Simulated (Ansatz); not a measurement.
C2H9FN2Si (`CC[Si](N)(N)F`) at its PBE0-D4/def2-TZVP geometry, where that method's forces vanish. The species carries charge 0 and has multiplicity 1.

```json
{"atom": "C1", "x (Å)": "-0.6987", "y (Å)": "-1.7520", "z (Å)": "0.0682"}
{"atom": "C2", "x (Å)": "-0.5848", "y (Å)": "-0.5254", "z (Å)": "0.9700"}
{"atom": "Si3", "x (Å)": "0.3244", "y (Å)": "0.9073", "z (Å)": "0.2026"}
{"atom": "N4", "x (Å)": "1.8984", "y (Å)": "0.6404", "z (Å)": "-0.3921"}
{"atom": "N5", "x (Å)": "-0.5970", "y (Å)": "1.4876", "z (Å)": "-1.1032"}
{"atom": "F6", "x (Å)": "0.5479", "y (Å)": "1.9581", "z (Å)": "1.4000"}
{"atom": "H7", "x (Å)": "-1.2282", "y (Å)": "-2.5708", "z (Å)": "0.5618"}
{"atom": "H8", "x (Å)": "-1.2337", "y (Å)": "-1.5211", "z (Å)": "-0.8562"}
{"atom": "H9", "x (Å)": "0.2891", "y (Å)": "-2.1254", "z (Å)": "-0.2151"}
{"atom": "H10", "x (Å)": "-0.0647", "y (Å)": "-0.7832", "z (Å)": "1.8994"}
{"atom": "H11", "x (Å)": "-1.5798", "y (Å)": "-0.1825", "z (Å)": "1.2789"}
{"atom": "H12", "x (Å)": "2.0657", "y (Å)": "0.1170", "z (Å)": "-1.2335"}
{"atom": "H13", "x (Å)": "2.7007", "y (Å)": "0.6619", "z (Å)": "0.2135"}
{"atom": "H14", "x (Å)": "-1.6028", "y (Å)": "1.4848", "z (Å)": "-1.0819"}
{"atom": "H15", "x (Å)": "-0.2365", "y (Å)": "2.2033", "z (Å)": "-1.7124"}
```

(1) For each bond, give half the difference of the two atoms' forces along it (eV/Å; positive pushes the atoms apart) under PBE-D4, r2SCAN-D4, B3LYP-D4, ωB97M-V in def2-TZVPP. (Estimate.)

Answers

(1) The calculation gave: 
```tsv
bond	length (Å)	PBE-D4	r2SCAN-D4	B3LYP-D4	ωB97M-V
C1–C2	1.527	0.00	0.15	0.22	0.22
C1–H7	1.093	0.10	-0.04	-0.08	-0.09
C1–H8	1.093	0.11	-0.03	-0.07	-0.07
C1–H9	1.093	0.11	-0.03	-0.07	-0.07
C2–Si3	1.862	-0.12	-0.07	-0.02	-0.11
C2–H10	1.096	0.12	-0.02	-0.09	-0.08
C2–H11	1.097	0.10	-0.02	-0.08	-0.08
Si3–N4	1.704	0.03	-0.01	0.04	0.05
Si3–N5	1.700	0.00	0.00	0.04	0.04
Si3–F6	1.609	0.44	0.03	0.14	0.12
N4–H12	1.005	0.17	0.02	-0.02	-0.02
N4–H13	1.005	0.18	0.02	-0.02	-0.03
N5–H14	1.006	0.18	0.02	-0.02	-0.03
N5–H15	1.007	0.18	0.02	-0.02	-0.03
```

B3LYP here is the variant with VWN-RPA as its local correlation; programs differ in this.

Computed with Ansatz.
